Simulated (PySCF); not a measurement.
AlCl$_{3}$, charge +1, doublet, geometry from GFN2-xTB (such geometries of metal compounds can be far from the true shape) (a state made from the parent by changing its charge; the spin is typed, not shown lowest); CASSCF(5,6)/6-31G run with PySCF.

PySCF was given this input:
```python
from pyscf import gto, scf, mcscf
import numpy

mol = gto.Mole()
mol.atom = '''
    Al    0.00334141   -0.00370421   -0.00955233
    Cl   -1.71409108   -1.08604039   -0.17534565
    Cl    0.07426887    1.90733811   -0.71055155
    Cl    1.63726701   -0.81846509    0.89320192
'''
mol.basis = '6-31g'
mol.charge = 1
mol.spin = 1
mol.verbose = 4
mol.build()

mf = scf.ROHF(mol)
mf.kernel()
mc = mcscf.CASSCF(mf, 6, 5)
mc.kernel()
occ = numpy.linalg.eigvalsh(mc.fcisolver.make_rdm1(mc.ci, mc.ncas, mc.nelecas))[::-1]
ss = mc.fcisolver.spin_square(mc.ci, mc.ncas, mc.nelecas)[0]
print('natural occupations', occ.round(4), ' <S^2>', round(ss, 4))
```

Output, abridged:

```
PySCF version 2.14.0

[INPUT] verbose = 4
[INPUT] num. atoms = 4
[INPUT] num. electrons = 63
[INPUT] charge = 1
[INPUT] spin (= nelec alpha-beta = 2S) = 1
[INPUT] symmetry False subgroup None
[INPUT] Mole.unit = angstrom
[INPUT] Symbol           X                Y                Z      unit          X                Y                Z       unit  Magmom
[...]
nuclear repulsion = 302.307407006064
number of shells = 28
number of NR pGTOs = 184
number of NR cGTOs = 52
basis = 6-31g
ecp = {}

******** <class 'pyscf.scf.rohf.ROHF'> ********
method = ROHF
initial guess = minao
damping factor = 0
level_shift factor = 0
DIIS = <class 'pyscf.scf.diis.CDIIS'>
diis_start_cycle = 1
diis_space = 8
diis_damp = 0
SCF conv_tol = 1e-09
SCF conv_tol_grad = None
SCF max_cycles = 50
direct_scf = True
direct_scf_tol = 1e-13
num. doubly occ = 31  num. singly occ = 1
Set gradient conv threshold to 3.16228e-05
init E= -1620.9367950577
[...]
cycle= 1 E= -1619.92693057894  delta_E= 1.01  |g|= 0.329  |ddm|= 1.52
[...]
cycle= 2 E= -1619.98293410646  delta_E= -0.056  |g|= 0.0489  |ddm|= 0.708
[...]
cycle= 3 E= -1619.98399689121  delta_E= -0.00106  |g|= 0.0135  |ddm|= 0.0787
[...]
cycle= 4 E= -1619.98408049668  delta_E= -8.36e-05  |g|= 0.00291  |ddm|= 0.0221
[...]
cycle= 5 E= -1619.98408614426  delta_E= -5.65e-06  |g|= 0.000412  |ddm|= 0.00599
[...]
cycle= 6 E= -1619.98408629914  delta_E= -1.55e-07  |g|= 8.19e-05  |ddm|= 0.000971
[...]
cycle= 7 E= -1619.98408630611  delta_E= -6.97e-09  |g|= 1e-05  |ddm|= 0.000222
[...]
cycle= 8 E= -1619.9840863062  delta_E= -8.94e-11  |g|= 1.23e-06  |ddm|= 2.42e-05
[...]
Extra cycle  E= -1619.9840863062  delta_E=    0  |g|= 4.52e-07  |ddm|= 1.91e-06
converged SCF energy = -1619.9840863062

******** <class 'pyscf.mcscf.mc1step.CASSCF'> ********
CAS (3e+2e, 6o), ncore = 29, nvir = 17
max_cycle_macro = 50
max_cycle_micro = 4
conv_tol = 1e-07
conv_tol_grad = None
orbital rotation max_stepsize = 0.02
orbital rotation threshold for CI restart = 0.01
augmented hessian ah_max_cycle = 30
augmented hessian ah_conv_tol = 1e-12
augmented hessian ah_linear dependence = 1e-14
augmented hessian ah_level shift = 1e-08
augmented hessian ah_start_tol = 2.5
augmented hessian ah_start_cycle = 3
augmented hessian ah_grad_trust_region = 3
kf_trust_region = 3
kf_interval = 4
ci_response_space = 4
ci_grad_trust_region = 3
with_dep4 0
natorb = False
canonicalization = True
sorting_mo_energy = False
ao2mo_level = 2
internal_rotation = False
******** <class 'pyscf.fci.direct_spin1.FCISolver'> ********
max. cycles = 50
conv_tol = 1e-08
davidson only = False
linear dependence = 1e-12
level shift = 0.001
max iter space = 12
nroots = 1
pspace_size = 400
spin = None
CASCI E = -1619.99462864075  S^2 = 0.7500000
Set conv_tol_grad to 0.000316228
macro iter   1 ( 21 JK    4 micro), CASSCF E = -1620.00520768067  dE = -1.05790399e-02  S^2 = 0.7500000
               |grad[o]|=0.0307  |grad[c]|=0.0179  |ddm|=0.102  |maxRot[o]|=0.298
macro iter   2 ( 21 JK    4 micro), CASSCF E = -1620.01430959585  dE = -9.10191518e-03  S^2 = 0.7500000
               |grad[o]|=0.0661  |grad[c]|=0.0158  |ddm|=0.232  |maxRot[o]|=0.156
macro iter   3 ( 21 JK    4 micro), CASSCF E = -1620.01978007239  dE = -5.47047654e-03  S^2 = 0.7500000
               |grad[o]|=0.0552  |grad[c]|=0.0156  |ddm|=0.167  |maxRot[o]|=0.172
macro iter   4 ( 21 JK    4 micro), CASSCF E = -1620.02327405501  dE = -3.49398262e-03  S^2 = 0.7500000
               |grad[o]|=0.0346  |grad[c]|=0.00709  |ddm|=0.0954  |maxRot[o]|=0.174
macro iter   5 ( 21 JK    4 micro), CASSCF E = -1620.02949769210  dE = -6.22363709e-03  S^2 = 0.7500000
               |grad[o]|=0.0247  |grad[c]|=0.0115  |ddm|=0.0663  |maxRot[o]|=0.181
macro iter   6 ( 21 JK    4 micro), CASSCF E = -1620.03278184685  dE = -3.28415475e-03  S^2 = 0.7500000
               |grad[o]|=0.0213  |grad[c]|=0.0406  |ddm|=0.129  |maxRot[o]|=0.138
macro iter   7 ( 21 JK    4 micro), CASSCF E = -1620.03370169303  dE = -9.19846178e-04  S^2 = 0.7500000
[...]
               |grad[o]|=0.00211  |grad[c]|=0.00775  |ddm|=0.0086  |maxRot[o]|=0.0243
macro iter  22 ( 21 JK    4 micro), CASSCF E = -1620.03676317321  dE = -3.31764386e-06  S^2 = 0.7500000
               |grad[o]|=0.00166  |grad[c]|=0.0127  |ddm|=0.0139  |maxRot[o]|=0.0098
macro iter  23 ( 21 JK    4 micro), CASSCF E = -1620.03675937340  dE =  3.79981020e-06  S^2 = 0.7500000
               |grad[o]|=0.0018  |grad[c]|=0.0174  |ddm|=0.0185  |maxRot[o]|=0.0202
macro iter  24 ( 21 JK    4 micro), CASSCF E = -1620.03690947656  dE = -1.50103160e-04  S^2 = 0.7500000
               |grad[o]|=0.00226  |grad[c]|=0.00228  |ddm|=0.0027  |maxRot[o]|=0.0405
macro iter  25 ( 21 JK    4 micro), CASSCF E = -1620.03693028323  dE = -2.08066706e-05  S^2 = 0.7500000
               |grad[o]|=0.00175  |grad[c]|=0.00686  |ddm|=0.00837  |maxRot[o]|=0.0199
macro iter  26 ( 21 JK    4 micro), CASSCF E = -1620.03693012889  dE =  1.54346253e-07  S^2 = 0.7500000
               |grad[o]|=0.00147  |grad[c]|=0.0129  |ddm|=0.0139  |maxRot[o]|=0.0147
macro iter  27 ( 21 JK    4 micro), CASSCF E = -1620.03700478183  dE = -7.46529381e-05  S^2 = 0.7500000
               |grad[o]|=0.00164  |grad[c]|=0.00599  |ddm|=0.00755  |maxRot[o]|=0.0249
macro iter  28 ( 21 JK    4 micro), CASSCF E = -1620.03702062675  dE = -1.58449202e-05  S^2 = 0.7500000
               |grad[o]|=0.00148  |grad[c]|=0.00682  |ddm|=0.00826  |maxRot[o]|=0.0136
macro iter  29 ( 21 JK    4 micro), CASSCF E = -1620.03701930312  dE =  1.32362811e-06  S^2 = 0.7500000
               |grad[o]|=0.00132  |grad[c]|=0.012  |ddm|=0.0129  |maxRot[o]|=0.011
macro iter  30 ( 21 JK    4 micro), CASSCF E = -1620.03709334529  dE = -7.40421756e-05  S^2 = 0.7500000
               |grad[o]|=0.00146  |grad[c]|=0.0046  |ddm|=0.00616  |maxRot[o]|=0.0276
macro iter  31 ( 21 JK    4 micro), CASSCF E = -1620.03709530779  dE = -1.96249380e-06  S^2 = 0.7500000
               |grad[o]|=0.00138  |grad[c]|=0.00491  |ddm|=0.00509  |maxRot[o]|=0.00195
macro iter  32 ( 21 JK    4 micro), CASSCF E = -1620.03709181298  dE =  3.49480865e-06  S^2 = 0.7500000
               |grad[o]|=0.00112  |grad[c]|=0.012  |ddm|=0.0127  |maxRot[o]|=0.0126
macro iter  33 ( 21 JK    4 micro), CASSCF E = -1620.03716863067  dE = -7.68176922e-05  S^2 = 0.7500000
               |grad[o]|=0.00131  |grad[c]|=0.00162  |ddm|=0.00277  |maxRot[o]|=0.0333
macro iter  34 ( 21 JK    4 micro), CASSCF E = -1620.03717259843  dE = -3.96775499e-06  S^2 = 0.7500000
               |grad[o]|=0.0011  |grad[c]|=0.0058  |ddm|=0.00691  |maxRot[o]|=0.00502
macro iter  35 (  7 JK    2 micro), CASSCF E = -1620.03724930632  dE = -7.67078900e-05  S^2 = 0.7500000
               |grad[o]|=0.00101  |grad[c]|=0.00864  |ddm|=0.0102  |maxRot[o]|=0.0468
macro iter  36 (  7 JK    2 micro), CASSCF E = -1620.03728657657  dE = -3.72702575e-05  S^2 = 0.7500000
               |grad[o]|=0.000812  |grad[c]|=0.00901  |ddm|=0.011  |maxRot[o]|=0.0488
macro iter  37 ( 23 JK    4 micro), CASSCF E = -1620.03729481188  dE = -8.23530900e-06  S^2 = 0.7500000
               |grad[o]|=0.000887  |grad[c]|=0.000953  |ddm|=0.00631  |maxRot[o]|=0.0254
macro iter  38 ( 26 JK    4 micro), CASSCF E = -1620.03729587476  dE = -1.06287985e-06  S^2 = 0.7500000
               |grad[o]|=0.000276  |grad[c]|=0.000192  |ddm|=0.00156  |maxRot[o]|=0.00791
macro iter  39 (  8 JK    1 micro), CASSCF E = -1620.03729592761  dE = -5.28475539e-08  S^2 = 0.7500000
               |grad[o]|=6.81e-05  |grad[c]|=9.7e-05  |ddm|=0.000159  |maxRot[o]|=0.00125
1-step CASSCF converged in  39 macro (777 JK 149 micro) steps
CASSCF canonicalization
Density matrix diagonal elements [1.50706263 1.88478639 1.5385724  0.01754712 0.03363035 0.01840112]
CASSCF energy = -1620.03729592761
CASCI E = -1620.03729592761  E(CI) = -7.14433664691546  S^2 = 0.7500000
natural occupations [1.9854e+00 1.9761e+00 1.0008e+00 2.2600e-02 1.4200e-02 9.0000e-04]  <S^2> 0.75
```
